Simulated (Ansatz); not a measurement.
```yaml
crystal:
  periodic: [false, false, false]
  atoms:
    - {symbol: O, position_ang: [0.374706, -0.120303, -1.938641]}
    - {symbol: C, position_ang: [0.765390, 0.654892, -1.096243]}
    - {symbol: N, position_ang: [0.394299, 0.566186, 0.205350]}
    - {symbol: Si, position_ang: [-0.697657, -0.724280, 0.694811]}
    - {symbol: H, position_ang: [1.451866, 1.489598, -1.328086]}
    - {symbol: H, position_ang: [0.765338, 1.252378, 0.842760]}
    - {symbol: H, position_ang: [-1.999785, -0.604572, 0.002169]}
    - {symbol: H, position_ang: [-0.090853, -2.050974, 0.447287]}
    - {symbol: H, position_ang: [-0.874804, -0.509124, 2.153492]}
basis:
  gaussian: {orbitals: def2-SVP}
hamiltonian: {xc: {name: SPW92}}
```

```sh
$ ansatz run in.yaml --threads 2 --pin off --events-out ev --progress --plain --max-ram 4352MiB
```

Output, abridged:

```
Functional definition: SPW92
  name "SPW92"
  cite "Dirac, Proc. Camb. Phil. Soc. 26, 376 (1930) doi:10.1017/S0305004100016108"
  cite "Slater, Phys. Rev. 81, 385 (1951) doi:10.1103/PhysRev.81.385"
  cite "Perdew & Wang, Phys. Rev. B 45, 13244 (1992) doi:10.1103/PhysRevB.45.13244"
  exchange = slater_x
  correlation = pw_c
959 factors; their error is unknown
mean field evaluation 1: about -12451.6693 eV, gradient 6.0e1 eV
mean field evaluation 2: about -12425.7817 eV, gradient 1.2e2 eV
mean field evaluation 4: about -12458.4658 eV, gradient 1.6e1 eV
mean field evaluation 8: about -12458.9567 eV, gradient 2.4e-1 eV
mean field evaluation 16: about -12458.8950 eV, gradient 1.1e-4 eV
mean field -12458.89504986 eV, -457.8559481401 hartree, gradient 1.0e-5 eV, S^2 0.000000; 0 other end points of the search recorded, 0 dependent functions left out
reference -12458.89507856 eV, -457.8559491948 hartree; 20, 20 occupied and 65, 65 virtual orbitals, 959 factors
Total energy: -12458.89507856 eV, -457.8559491948 hartree
```

Run time 0.55 s (2 threads of an Arm Neoverse V2 on a shared host); peak host memory 0.11 GiB.
